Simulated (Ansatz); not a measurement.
A made-up structure of LiBSiH₃S (charge -1), closed shell:

```json
{"atom": "Li1", "x (Å)": "-0.7762", "y (Å)": "-0.1923", "z (Å)": "-0.4202"}
{"atom": "B2", "x (Å)": "-1.5414", "y (Å)": "-0.4637", "z (Å)": "1.5093"}
{"atom": "Si3", "x (Å)": "0.7549", "y (Å)": "-0.3842", "z (Å)": "0.7876"}
{"atom": "S4", "x (Å)": "-0.8196", "y (Å)": "0.0094", "z (Å)": "-2.1911"}
{"atom": "H5", "x (Å)": "1.8232", "y (Å)": "0.7026", "z (Å)": "0.7585"}
{"atom": "H6", "x (Å)": "0.0992", "y (Å)": "0.0314", "z (Å)": "2.1511"}
{"atom": "H7", "x (Å)": "0.4600", "y (Å)": "0.2969", "z (Å)": "-2.5951"}
```

It is relaxed with PBE-D4/def2-SVPD and then PBE0-D4/def2-TZVPD (Ansatz 0.2.0). Atoms count as bonded within 1.22 times the sum of their covalent radii (H–H: 0.88 Å). The end point is not checked to be a true minimum.

(1) Does its bonding change? (A judgement: the text doesn't fix the answer.)

## Answers

(1) Computed: Yes. Formed: B2–Si3, B2–H5, B2–H6; broken: Li1–Si3.

Where it ends: The first stage lowers the energy by 4.59 eV in 22 steps. It ends as LiBSiH₃S ([SH][Li][B]12[H][Si]1[H]2), total charge -1:
```
atom    x (Å)    y (Å)    z (Å)
 Li1  -0.4320   0.2058  -0.9547
  B2   0.4618  -0.2400   1.0494
 Si3   1.2004  -0.6052   2.7181
  S4  -1.3288   0.6426  -3.0062
  H5   0.9952   0.7630   1.7671
  H6  -0.3506  -0.5280   2.0803
  H7  -0.5460  -0.2381  -3.6540
```

Labels in which every atom is bracketed show which atoms are joined, not bond orders.

For scale, one of the runs: PBE0-D4/def2-TZVPD relaxation, 170 basis functions, launched by `ansatz run in.yaml --threads 2 --pin off --events-out ev --progress --plain --max-ram 4352MiB`. Hardware: 2 CPU threads of an Arm Neoverse V2, shared host. Wall time about 2.9 min.
